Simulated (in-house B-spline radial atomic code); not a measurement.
Successive ionisation energies of hafnium; each step leads to the configuration of the next row (after the last: [Kr] 4d3/2(4) 4d5/2(1)). Dirac energy differences include first-order Breit, QED and recoil terms. NIST's values go from ground level to ground level; the uncertainty of those that are theory runs from under 0.1 % in few-electron ions to several per cent in heavy many-electron ones. Computed with a B-spline radial code for spherical atoms: Dirac-Hartree-Fock, jj configuration that fills j = l - 1/2 first, finite nuclei.

A number in brackets counts the electrons of a j subshell.

| ion | configuration | ionisation energy (eV) | tabulated value (eV) | tabulated kind | computed minus tabulated (eV) | highest orbital | largest mean radius (bohr) |
| --- | --- | --- | --- | --- | --- | --- | --- |
| Hf19+ | [Kr] 4d10 4f5/2(6) 4f7/2(1) | 491.1 | 520 | tabulated theory | -28.9 | 4f7/2 | 0.51895 |
| Hf20+ | [Kr] 4d10 4f5/2(6) | 539.9 | 570 | tabulated theory | -30.1 | 4f5/2 | 0.50344 |
| Hf21+ | [Kr] 4d10 4f5/2(5) | ? | ? | tabulated theory | ? | ? | ? |
| Hf22+ | [Kr] 4d10 4f5/2(4) | 626.8 | 650 | tabulated theory | -23.2 | 4f5/2 | 0.49333 |
| Hf23+ | [Kr] 4d10 4f5/2(3) | 672.0 | 690 | tabulated theory | -18.0 | 4f5/2 | 0.4886 |
| Hf24+ | [Kr] 4d10 4f5/2(2) | ? | ? | tabulated theory | ? | ? | ? |
| Hf25+ | [Kr] 4d10 4f5/2(1) | 765.7 | 772 | tabulated theory | -6.3 | 4f5/2 | 0.47924 |
| Hf26+ | [Kr] 4d10 | ? | ? | tabulated theory | ? | ? | ? |
| Hf27+ | [Kr] 4d3/2(4) 4d5/2(5) | 1048.8 | 1047 | tabulated theory | 1.8 | 4d5/2 | 0.47017 |
| Hf28+ | [Kr] 4d3/2(4) 4d5/2(4) | 1096.5 | 1094 | tabulated theory | 2.5 | 4d5/2 | 0.46608 |
| Hf29+ | [Kr] 4d3/2(4) 4d5/2(3) | 1144.9 | 1146 | tabulated theory | -1.1 | 4d5/2 | 0.46208 |
| Hf30+ | [Kr] 4d3/2(4) 4d5/2(2) | 1193.9 | 1195 | tabulated theory | -1.1 | 4d5/2 | 0.45816 |

Q: Fill in the row of Hf21+.

A: ionisation energy (eV): 582.8; tabulated value (eV): 610; computed minus tabulated (eV): -27.2; highest orbital: 4f5/2; largest mean radius (bohr): 0.49807.

Q: Fill in the row of Hf24+.

A: ionisation energy (eV): 718.3; tabulated value (eV): 730; computed minus tabulated (eV): -11.7; highest orbital: 4f5/2; largest mean radius (bohr): 0.4839.

Q: Fill in the row of Hf26+.

A: ionisation energy (eV): 1001.7; tabulated value (eV): 1002; computed minus tabulated (eV): -0.3; highest orbital: 4d5/2; largest mean radius (bohr): 0.47461.
